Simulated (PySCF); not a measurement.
Geometry:
```tsv
atom	x (Å)	y (Å)	z (Å)
Ga1	-0.001	-0.001	-0.001
F2	1.726	-0.020	0.010
F3	-0.844	1.507	-0.014
F4	-0.881	-1.486	0.005
```

Geometry: PBE0-D3(BJ)/def2-SVP; GIAO absolute shieldings from PySCF 2.14, gas phase, non-relativistic, averaged over equivalent atoms.

At PBE/pcSseg-1 (pcSseg-2 on Ga) (114 basis functions, 6.2 s wall time on 1 thread of an x86-64 server CPU, shared host):
```
   atoms  σ (ppm)
     Ga1   1598.1
F2/F3/F4    333.4
```

Question: Estimate the result of repeating the calculation with B3LYP/pcSseg-1 (pcSseg-2 on Ga).

Answer: 
| atoms | σ at B3LYP/pcSseg-1 (pcSseg-2 on Ga) | change |
| --- | --- | --- |
| Ga1 | 1641.7 | +43.6 |
| F2/F3/F4 | 355.3 | +21.9 |

The largest change is at Ga1 (Ga bonded to 3 F). Cost: 114 basis functions, 4.5 s wall time on 1 thread of an x86-64 server CPU, shared host.

Relativistic effects, spin–orbit coupling among them, are left out; they matter for Ga and for the light atoms bonded to it.
